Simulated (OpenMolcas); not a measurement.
**Cu3+: the spin-orbit constant, worked from levels**

```yaml
Program: OpenMolcas
Basis: ANO-RCC-VQZP [7s6p4d3f2g1h]
Scalar_Hamiltonian: DKH2, point nucleus
Active_space: 8 electrons in 10 orbitals (3d 4d)
State_averaging: 2S+1 = 3 even, 10 roots; 2S+1 = 1 even, 15 roots
Spin-orbit_coupling: RASSI with atomic mean-field integrals over the reference wave functions, term energies averaged over their components
```

Methods: CASSCF; SS-CASPT2, IPEA 0.25 Eh, imaginary shift 0.1 Eh (closed shells correlated: 3s 3p). Measured levels: Sugar and Musgrove, J. Phys. Chem. Ref. Data 19, 527 (1990).

**The spin-orbit constant.** For the Hund term 3F of d8, E(J) = (A/2) J(J+1) + constant and ζ = -2S·A = -2A. From J = 2 to J = 4 the energy changes by 7 A.

```tsv
Source	E(4) - E(2)	A	ζ
CASSCF	-3060.0	-437.1	874
SS-CASPT2	-3030.8	-433.0	866
measured	-3077.6	-439.7	879
```

All in cm-1. SS-CASPT2 is off by -1.5 % and CASSCF by -0.6 %. Both methods take the spin-orbit matrix elements from the reference wave functions, so the second can move ζ only through the term energies and any multistate remixing. Second-order mixing with other terms is absorbed into this ζ.

Term energies are means over components that CASPT2 splits; among the terms shown or strongly mixed into the levels shown the widest spread is 310 cm-1 (3d8 3F, SS-CASPT2). Active for correlation alone: 4d; no level in the range computed is led by a configuration that fills it, so any true level of that kind is missing. Without dynamic correlation excited terms often stand tens of per cent too high (terms of higher spin than the ground term too low), and those without a measured partner can miss by more than the paired ones (holds for CASSCF). Computed and measured levels are paired by configuration, term and J; levels that our copy of the source lacks, or whose pairing is in doubt (as where it misses far off the trend of its configuration), stay unpaired and out of the deviations. Only configurations of the active space appear.
